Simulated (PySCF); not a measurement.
# Working out the ionisation energy of Ne²⁺

Ne²⁺ [He] 2s2 2p4 (3P) → Ne³⁺ [He] 2s2 2p3 (4S). Calculation: PySCF 2.14, in dyall-av2z (11s7p2d, 42 functions); the non-relativistic Hamiltonian (point nucleus). Frozen: 1s2; the 8 highest virtual orbitals dropped. Energies in hartree (1 hartree = 27.21139 eV):

| part | Ne²⁺ (lower) | Ne³⁺ (upper) |
| --- | --- | --- |
| UHF | -126.373999 | -124.103486 |
| MP2 opposite-spin | -0.092921 | -0.063157 |
| MP2 same-spin | -0.031175 | -0.025367 |

Problem. What does Hartree-Fock give?

Solution. (-124.103486) − (-126.373999) = 2.270513 hartree = 61.784 eV.

Problem. What do MP2 and SCS-MP2 (6/5 opposite-spin, 1/3 same-spin) give?

Solution. The opposite-spin parts differ by 0.810 eV and the same-spin parts by 0.158 eV. MP2: 61.784 + (0.810) + (0.158) = 62.752 eV. SCS-MP2: 61.784 + 1.2 × (0.810) + (0.158)/3 = 62.809 eV.

A first-order spin-orbit estimate adds 0.037 eV to MP2 (valence), giving 62.789 eV against 63.423 eV (measured; NIST Atomic Spectra Database, ionization energies).

A double-zeta basis recovers only part of the correlation energy.

What remains against the reference includes basis incompleteness, the frozen core and correlation beyond second order.
